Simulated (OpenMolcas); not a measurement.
## Sn3+: RASPT2 settings compared

| Quantity | Value |
| --- | --- |
| Program | OpenMolcas |
| Basis | ANO-R3 [8s7p5d3f2g1h] |
| Scalar Hamiltonian | X2C, finite nucleus |
| Active space | 1 electron in 9 orbitals (RAS2 5s 5p; RAS3 5d, at most 1 electron) |
| State averaging | 2S+1 = 2 even, 1 root; 2S+1 = 2 odd, 3 roots |
| Spin-orbit coupling | RASSI with atomic mean-field integrals over the reference wave functions, term energies averaged over their components |

Methods on the same reference wave functions:
A. RASSCF
B. SS-RASPT2, IPEA 0.6 Eh, sigma1 regulariser 0.5 Eh (closed shells correlated: 4d)
C. XMS-RASPT2, IPEA 0.5 Eh, imaginary shift 0.5 Eh (closed shells correlated: 4s 4p 4d)

Energies in cm-1 above 5s 2S 1/2, the measured ground level; measured values from Moore, Atomic Energy Levels, vol. III, NSRDS-NBS 35 (1971 reprint of NBS Circular 467, 1958).

```tsv
Level	A	B	C	Measured
5s 2S 1/2	0.0	0.0	0.0	0.0
5p 2P* 1/2	67452	70740	70778	69564
5p 2P* 3/2	72714	76002	76040	76072
```

Deviations, from unrounded energies. A percentage is the sum of absolute deviations over the sum of measured energies, with the sign that they share, or ± where signs differ.

| Against measurement | Levels | A | B | C |
| --- | --- | --- | --- | --- |
| mean absolute deviation (cm-1) | 2 | 2700 | 620 | 620 |
| other configurations (%) | 2 | -3.8 | ±0.9 | ±0.9 |

B, C lie about equally close to measurement and A furthest from it. The largest miss of B in the table is 5p 2P* 1/2, by +1200 cm-1. The ranking rests on the paired levels alone, and a cruder setting can come out closer through cancelling errors.

Between B and C the level of the table that moves most is 5p 2P* 1/2, by 38 cm-1 (lowest in B, highest in C).

The two smallest mean deviations differ by little beside CASPT2's spread within terms, so their order carries little weight.

The lowest spin-free term lies below A's lowest term by 0.431 hartree in B, 0.724 hartree in C.

With one active electron outside closed inactive shells, the extra shells (5d) add no correlation to the reference. With one active electron the reference holds no correlation, so core polarisation is missing (holds for A). With one active electron, CASPT2 adds the correlation within the correlated inactive shells and between them and that electron, and leaves the splitting within a term as the reference gives it (holds for B; C). Computed and measured levels are paired by configuration, term and J; levels that our copy of the source lacks, or whose pairing is in doubt (as where it misses far off the trend of its configuration), stay unpaired and out of the deviations. Only configurations of the active space appear.

* marks odd parity.
